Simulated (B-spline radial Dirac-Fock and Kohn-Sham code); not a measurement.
Satellites and hypersatellites of the K lines of Tl⁶⁺

System: thallium as Tl⁶⁺, configuration [Xe] 4f14 5d7.

Input file task.json (cfg lists n, l and occupation; rrms is the nuclear radius in fm):

```json
{"items": [{
  "Z": 81,
  "q": 6,
  "cfg": [[1, 0, 2], [2, 0, 2], [2, 1, 6], [3, 0, 2], [3, 1, 6], [3, 2, 10], [4, 0, 2], [4, 1, 6], [4, 2, 10], [4, 3, 14], [5, 0, 2], [5, 1, 6], [5, 2, 7]],
  "A": 205,
  "rrms": 5.4759,
  "do": ["binding", "quiet", "double"]
}]}
```

Command: `python xray_run.py task.json out`

These are calculated numbers from an atomic code on a B-spline grid; the model is Dirac-Fock energy differences between relaxed states, corrected for Breit and QED terms. Each two-hole energy is an average over J within one jj subconfiguration, not an observable level; in light atoms, where LS coupling holds, the j-resolved values are not observed lines, and for a K spectator the Kα1 hypersatellite is nearly forbidden. The model has no electron correlation.

Lines without a spectator: Kα2 (K-L2) 70826.6 eV, Kα1 (K-L3) 72868.7 eV, Kβ3 (K-M2) 82105.4 eV, Kβ1 (K-M3) 82564.3 eV. Shifts in eV with one spectator hole (a dash: not computed, or left out as unreliable):

```
spectator hole      Kα2      Kα1      Kβ3      Kβ1
        K (1s)  +1129.1  +1233.8  +1467.5  +1492.2
    L2 (2p1/2)   +149.6   +206.9        –   +379.4
    L3 (2p3/2)   +102.2   +116.3   +267.5        –
    M2 (3p1/2)        –    +33.9    +62.0    +73.9
    M3 (3p3/2)   +16.33        –    +49.1    +50.5
    M5 (3d5/2)    -0.60    +4.06        –        –
```

Run: 30 s of CPU time on 1 thread of AMD EPYC 9R45 96-Core Processor (shared host), peak memory 0.57 GiB.
